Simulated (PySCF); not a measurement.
Species: CH6Cl2Ga2.
Structure used (PBE0-D3(BJ)/def2-SVP), in Å, numbered top down from 1:
```
atom  x, y, z in Å
C1    -2.095   -0.261   -0.053
Ga2   -0.593    0.985   -0.099
Cl3    0.964    0.236    1.560
Ga4    2.443   -0.542   -0.113
Cl5    0.915    0.181   -1.772
H6    -2.246   -0.704   -1.048
H7    -3.023    0.248    0.250
H8    -1.883   -1.069    0.661
H9    -0.437    2.532   -0.121
H10    2.358   -2.095   -0.088
H11    3.635    0.456   -0.152
```

Computed with PySCF, PBE0-D3(BJ)/def2-SVP geometry optimisation, gas phase.

(1) Which atoms are bound to Ga2, and at what distances?

(2) List the angles at Ga2.

(3) Describe the arrangement about Ga2 in numbers.

(4) Which atoms are bound to Ga4, and at what distances?

(5) List the angles at Ga4.

(6) Describe the arrangement about Ga4 in numbers.

(7) What are the other bond lengths?

(8) Give some angles away from the centre.

(9) What are the rotational constants (commonest isotopes, rigid rotor)?

## Answers

(1) 4 atoms: H9 1.556 Å, C1 1.952 Å, Cl5 2.392 Å, Cl3 2.396 Å. The nearest atom not counted as bound is H8, at 2.54 Å (others tie with it).

(2) 
```json
{"angle": "C1–Ga2–H9", "degrees": "135.4", "distance of the outer atoms (Å)": "3.25"}
{"angle": "C1–Ga2–Cl5", "degrees": "106.7", "distance of the outer atoms (Å)": "3.50"}
{"angle": "C1–Ga2–Cl3", "degrees": "106.5", "distance of the outer atoms (Å)": "3.49"}
{"angle": "Cl5–Ga2–H9", "degrees": "105.2", "distance of the outer atoms (Å)": "3.18"}
{"angle": "Cl3–Ga2–H9", "degrees": "104.8", "distance of the outer atoms (Å)": "3.17"}
{"angle": "Cl3–Ga2–Cl5", "degrees": "88.3", "distance of the outer atoms (Å)": "3.33"}
```

(3) Angles from 88.3° to 135.4°; τ4 = (360° − α − β)/141° = 0.84 with α and β the two widest (0 for a square, 1 for a tetrahedron).

(4) 4 atoms: H11 1.555 Å, H10 1.556 Å, Cl3 2.365 Å, Cl5 2.368 Å. The nearest atom not counted as bound is Ga2, at 3.40 Å.

(5) 
```
      angle  degrees  distance of the outer atoms (Å)
H10–Ga4–H11    133.1                             2.85
Cl3–Ga4–H11    106.6                             3.18
Cl3–Ga4–H10    106.4                             3.18
Cl5–Ga4–H11    106.3                             3.18
Cl5–Ga4–H10    106.3                             3.18
Cl3–Ga4–Cl5     89.6                             3.33
```

(6) Angles from 89.6° to 133.1°; τ4 = (360° − α − β)/141° = 0.85 with α and β the two widest (0 for a square, 1 for a tetrahedron).

(7) C1–H6, C1–H7, C1–H8 1.100 Å.

(8) Ga2–Cl3–Ga4 91.1°.

(9) A = 2081, B = 901.8, C = 712.5 MHz: an asymmetric top.

Charge 0, singlet. Not checked by PBE0-D3(BJ)/def2-SVP frequencies.

On Arm Neoverse V2, one thread, shared host with 192 logical CPUs at a one-minute load of 78, this took 71 s wall and 0.64 GiB of memory at its peak. That covers the optimisation of the geometry.
